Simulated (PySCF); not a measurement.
Radial density of Mo³⁺ (molybdenum, charge +3)

B2PLYP, [Kr] 4d3, high-spin 4F determinant. Calculation: PySCF 2.14, in ANO-RCC-VTZP; the spin-free X2C one-electron Hamiltonian (Gaussian nucleus).

```tsv
r (bohr)	4πr²ρ (e/bohr)	4πr²(ρα − ρβ)
0.0300	51.63	-0.0020
0.0505	44.64	-0.0019
0.0850	59.97	0.0234
0.143	57.86	0.1862
0.240	41.56	0.4442
0.404	46.20	0.1780
0.680	13.88	0.2691
1.14	10.81	2.0391
1.92	2.822	1.3501
3.24	0.1514	0.1369
5.44	0.0005611	0.0006
9.16	0.0001011	0.0001
```

Densities and radii are taken from the X2C orbitals without a picture-change correction, which distorts them close to the nucleus.

Task: Where is the radial spin density 4πr²(ρα − ρβ) most negative, and why is it negative at all?

Result: Around r = 0.0300 bohr, down to -0.0020 e/bohr: exchange with the open shell polarises the paired shells in an unrestricted calculation.
